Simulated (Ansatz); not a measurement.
Reaction (redistribution): `CO[SiH](Br)OC` + `NBCl` → `CO[SiH](N)Br` + `COBCl`

Isolated molecules relaxed with PBE0-D4/def2-TZVP in Ansatz; ΔE leaves out vibrations. CBS: MP2 limit from def2 TZ/QZ plus the TZ coupled-cluster correction, frozen cores. Functionals use def2-TZVPP. B3LYP here is the variant with VWN-RPA as its local correlation; programs differ in this. For Br outer-core shells are correlated without core-valence functions, which leaves a few kJ/mol of doubt a bond. Scalar relativity is left out up to krypton. Each species was taken in one conformer, which may not be the lowest.

Q: Is it downhill or uphill in electronic energy at CCSD(T)/CBS, and by how much? (Best estimate.)

A: Ansatz gave: Uphill: ΔE = +35.1 kJ/mol.

Q: What do these levels give: r2SCAN-D4, ωB97X-V, B2PLYP, PBE, r2SCAN, PBE0, B3LYP, SCS-MP2/def2-TZVPP, CCSD/def2-TZVPP, HF/def2-QZVPP, MP2/def2-QZVPP, CCSD/CBS(def2)? (Best estimate.)

A: The calculation gave: r2SCAN-D4 36.3, ωB97X-V 34.5, B2PLYP 34.8, PBE 32.3, r2SCAN 35.9, PBE0 33.8, B3LYP 34.6, SCS-MP2/def2-TZVPP 35.4, CCSD/def2-TZVPP 35.0, HF/def2-QZVPP 37.0, MP2/def2-QZVPP 35.6, CCSD/CBS(def2) 35.7 kJ/mol.

Largest T1 diagnostic among the species: 0.012.
